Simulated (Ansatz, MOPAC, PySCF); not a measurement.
Molecule: CsF (charge 0, singlet). SMILES: [Cs][F]
Coordinates optimised at B3LYP-D3(BJ)/def2-TZVP (Ansatz, a program for electronic structure):
```xyz
2

Cs     0.0000     0.0000    -0.3380
F      0.0000     0.0000     2.0659
```

Property: vertical ionisation energy to the doublet, in eV. Set-up: each state is the SCF solution reached for its charge and spin; STO-3G and 3-21G all-electron and non-relativistic; spin-orbit terms left out; LANL2DZ with its own core potentials from Na on; 6-31G* and kin with 6d, 5d where marked; def2 sets with scalar-relativistic core potentials past Kr; frozen cores in correlated levels (noble-gas shells and the d and f shells of earlier blocks; the outer core of K, Ca and congeners matters and is frozen too); open shells spin-unrestricted. Ab initio and DFT rows: single points at B3LYP-D3(BJ) geometries (Ansatz). Semi-empirical rows: differences of heats of formation at the shared geometry for vertical values.

```tsv
level	program	vertical ionisation energy to the doublet (eV)
AM1	MOPAC	5.87
PM3	MOPAC	6.35
MNDO	MOPAC	7.26
HF/6-31G* with LANL2DZ past Ar	Ansatz	5.70
PBE/6-31G* with LANL2DZ past Ar	Ansatz	7.54
B3LYP/3-21G	Ansatz	5.83
B3LYP/6-31G* with LANL2DZ past Ar	Ansatz	7.40
M06-2X/6-31G* with LANL2DZ past Ar (5d)	PySCF	7.31
MP2/6-31G* with LANL2DZ past Ar	Ansatz	7.22
wB97X-V/def2-TZVPD	Ansatz	9.35
```

No value to compare with is used here. The 9 habitual levels span 5.70 (HF/6-31G* with LANL2DZ past Ar) to 7.54 eV (PBE/6-31G* with LANL2DZ past Ar); wB97X-V/def2-TZVPD gives 9.35.

The levels are drawn from those run, B3LYP/6-31G* more often than the rest, none by its result; runs whose electronic state is in doubt are left out.
